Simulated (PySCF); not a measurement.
trisilane anion (H₈Si₃), SMILES [SiH2]([SiH3])[SiH3] (connectivity only; charge and spin as stated), charge -1, multiplicity 2. Atoms are numbered in the order given.

```xyz
11

Si     2.3655     0.0000     0.2378
Si     0.0000     0.0000    -0.5174
Si    -2.3655     0.0000     0.2378
H      3.6836     0.0000    -0.5519
H      2.5448    -1.1873     1.1541
H      2.5448     1.1873     1.1541
H      0.0000     1.1831    -1.4636
H      0.0000    -1.1831    -1.4636
H     -2.5448    -1.1873     1.1541
H     -2.5448     1.1873     1.1541
H     -3.6836     0.0000    -0.5519
```
Charge -1, spin multiplicity 2.

Geometry optimised at B3LYP-D3(BJ)/def2-SVPD. The spin state was assumed, not searched.

Calculation: PySCF with B3LYP/pcH-1.

Unrestricted Kohn–Sham, ⟨S²⟩ = 0.756. Hyperfine tensors hold the contact and dipolar terms, without spin-orbit corrections.

Computed hyperfine couplings:
```
nucleus     A(iso) (MHz)  A(iso) (G)  dipolar principal values (MHz)
----------  ------------  ----------  ------------------------------
29Si no. 1        -440.9      -157.3               -40.5, 14.8, 25.7
29Si no. 2        -573.7      -204.7               -44.0, 11.0, 33.0
29Si no. 3        -440.9      -157.3               -40.5, 14.8, 25.7
1H no. 4           116.8        41.7                 -3.5, -0.9, 4.4
1H no. 5           -12.9        -4.6                 -3.2, -1.2, 4.4
1H no. 6           -12.9        -4.6                 -3.2, -1.2, 4.4
1H no. 7           -15.0        -5.3                 -4.1, -0.6, 4.8
1H no. 8           -15.0        -5.3                 -4.1, -0.6, 4.8
1H no. 9           -12.9        -4.6                 -3.2, -1.2, 4.4
1H no. 10          -12.9        -4.6                 -3.2, -1.2, 4.4
1H no. 11          116.8        41.7                 -3.5, -0.9, 4.4
```
